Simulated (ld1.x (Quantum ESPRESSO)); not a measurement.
# Configuration tests for Hf (Z = 72) (TM)

| Quantity | Value |
| --- | --- |
| Element | Hf |
| Generator | ld1.x (Quantum ESPRESSO) 7.5 |
| Type | norm-conserving Troullier–Martins (Kleinman–Bylander form) |
| Functional | PBE |
| Relativity | scalar-relativistic |
| Frozen core | [Kr] 4d10 4f14 5s2 |
| Valence charge | 10 |
| Reference configuration | 5p6 5d3 6s1 6p0 |
| Partial waves | 6s (bound): rc 2.30 bohr; 5p (bound): rc 2.00 bohr; 5d (bound): rc 1.80 bohr |
| Local potential | all-electron potential smoothed inside 2.05 bohr (lloc = -1) |
| Core correction | a·sin(br)/r model core inside 0.92 bohr |

Energies are relative to the spin-unpolarised reference configuration 5p6 5d3 6s1 6p0; without spin polarisation the order of configurations can differ from experiment.

(1) Give the all-electron excitation energy and the error of the potential for: 5p6 5d2 6s2 6p0; 5p6 5d2 6s1 6p0; 5p6 5d2 6s0 6p0; 5p6 5d0 6s0 6p0; 5p6 5d2 6s0 6p2; 5p5 5d2 6s2 6p0; 5p6 5d2 6s0 6p1.

Levels in the configuration 5p6 5d2 6s2 6p0:

```csv
level,all-electron (eV),pseudo (eV)
5p,-35.573,-35.680
5d,-2.689,-2.711
6s,-5.108,-5.098
```

Note: ghost state, extra bound levels that the all-electron valence spectrum of the same l lacks: s at -31.8 eV. A true bound ghost makes a file unfit for plane-wave use.

## Answers

(1)

| valence configuration | charge | ΔE all-electron (eV) | error AE − PS (meV) |
| --- | --- | --- | --- |
| 5p6 5d2 6s2 6p0 | 0 | -2.593 | -10 |
| 5p6 5d2 6s1 6p0 | +1 | 5.383 | -7.1 |
| 5p6 5d2 6s0 6p0 | +2 | 19.563 | -18 |
| 5p6 5d0 6s0 6p0 | +4 | 74.210 | -335 |
| 5p6 5d2 6s0 6p2 | 0 | 5.269 | +207 |
| 5p5 5d2 6s2 6p0 | +1 | 38.428 | -445 |
| 5p6 5d2 6s0 6p1 | +1 | 10.062 | +147 |
